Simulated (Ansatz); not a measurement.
Program: Ansatz. Geometries: PBE0-D4/def2-TZVP. ΔE: electronic, gas phase. CCSD(T)/CBS adds triple-zeta CCSD(T) − MP2 to the extrapolated MP2 energy (def2 sets, frozen cores). DFT in def2-TZVPP. B3LYP here is the variant with VWN-RPA as its local correlation; programs differ in this. Each species was taken in one conformer, which may not be the lowest.

Consider the redistribution: `C=C[Si](C)(N)O` + `C1N[SiH2]1` → `C=C[SiH](C)O` + `N[SiH]1CN1`.

`C=C[Si](C)(N)O`:

Cartesian coordinates in Å:
```
C 0.403 1.989 -1.120
C -0.287 0.859 -1.252
Si -0.186 -0.574 -0.072
C 1.165 -0.312 1.184
N -1.629 -0.888 0.816
O 0.079 -1.869 -1.060
H 0.307 2.817 -1.818
H 1.105 2.140 -0.304
H -0.965 0.779 -2.102
H 1.239 -1.178 1.848
H 2.131 -0.182 0.692
H 0.981 0.569 1.804
H -2.508 -0.985 0.333
H -1.765 -0.439 1.708
H -0.068 -2.727 -0.658
```

`C1N[SiH2]1`:

```xyz
8

C    -0.167    0.896    0.242
N     1.055    0.090   -0.058
Si   -0.340   -0.916    0.064
H    -0.137    1.406    1.201
H    -0.562    1.518   -0.561
H     1.529    0.310   -0.921
H    -1.004   -1.431   -1.157
H    -0.373   -1.873    1.190
```

`C=C[SiH](C)O`:

Z-matrix (Å, degrees):
```
Si
C 1 1.862
O 1 1.652 2 110.3
C 1 1.866 2 109.5 3 -123.9
H 1 1.486 2 110.4 3 115.1
C 2 1.331 1 123.2 3 -7.5
H 2 1.090 1 119.0 3 172.0
H 3 0.958 1 117.1 2 -66.5
H 4 1.094 1 110.4 2 -59.8
H 4 1.093 1 111.4 2 59.7
H 4 1.092 1 110.9 2 -179.4
H 6 1.087 2 122.5 1 179.4
H 6 1.087 2 121.4 1 -1.2
```

`N[SiH]1CN1`:

Z-matrix (Å, degrees):
```
Si
C 1 1.828
N 1 1.693 2 50.6
N 1 1.694 2 129.3 3 97.0
H 1 1.481 2 118.4 3 -111.0
H 2 1.092 1 118.3 3 106.0
H 2 1.089 1 125.2 3 -99.4
H 3 1.006 1 134.4 2 -111.2
H 4 1.005 1 122.9 2 -28.0
H 4 1.005 1 121.9 2 134.8
```

```json
{"level": "PBE-D4", "ΔE (kJ/mol)": "5.8", "difference from CCSD(T)/CBS": "1.6"}
{"level": "r2SCAN-D4", "ΔE (kJ/mol)": "4.2", "difference from CCSD(T)/CBS": "0.0"}
{"level": "PBE0-D4", "ΔE (kJ/mol)": "3.9", "difference from CCSD(T)/CBS": "-0.3"}
{"level": "B3LYP-D4", "ΔE (kJ/mol)": "3.4", "difference from CCSD(T)/CBS": "-0.8"}
{"level": "ωB97X-V", "ΔE (kJ/mol)": "2.5", "difference from CCSD(T)/CBS": "-1.7"}
{"level": "ωB97M-V", "ΔE (kJ/mol)": "3.9", "difference from CCSD(T)/CBS": "-0.3"}
{"level": "B2PLYP", "ΔE (kJ/mol)": "1.6", "difference from CCSD(T)/CBS": "-2.6"}
{"level": "PBE", "ΔE (kJ/mol)": "3.5", "difference from CCSD(T)/CBS": "-0.7"}
{"level": "PBE0", "ΔE (kJ/mol)": "1.8", "difference from CCSD(T)/CBS": "-2.4"}
{"level": "B3LYP", "ΔE (kJ/mol)": "-0.3", "difference from CCSD(T)/CBS": "-4.5"}
{"level": "SCS-MP2/def2-TZVPP", "ΔE (kJ/mol)": "2.8", "difference from CCSD(T)/CBS": "-1.4"}
{"level": "CCSD(T)/def2-TZVPP", "ΔE (kJ/mol)": "5.7", "difference from CCSD(T)/CBS": "1.5"}
{"level": "MP2/def2-QZVPP", "ΔE (kJ/mol)": "3.2", "difference from CCSD(T)/CBS": "-1.0"}
{"level": "SCS-MP2/def2-QZVPP", "ΔE (kJ/mol)": "1.7", "difference from CCSD(T)/CBS": "-2.5"}
{"level": "HF/CBS(def2)", "ΔE (kJ/mol)": "-5.5", "difference from CCSD(T)/CBS": "-9.7"}
{"level": "MP2/CBS(def2)", "ΔE (kJ/mol)": "2.8", "difference from CCSD(T)/CBS": "-1.4"}
{"level": "CCSD(T)/CBS", "ΔE (kJ/mol)": "4.2", "difference from CCSD(T)/CBS": "0"}
```

Largest T1 diagnostic among the species: 0.012.

In def2-TZVPP, CCSD(T) changes the Hartree–Fock value by +10.7 kJ/mol (the triples alone add +1.7 kJ/mol) and MP2 by +9.3 kJ/mol. The D4 term adds +3.6 kJ/mol with B3LYP and +2.1 kJ/mol with PBE0; it sums over pairs of atoms, weighted by their polarisabilities, and B3LYP, whose exchange is more repulsive, gets the larger term.
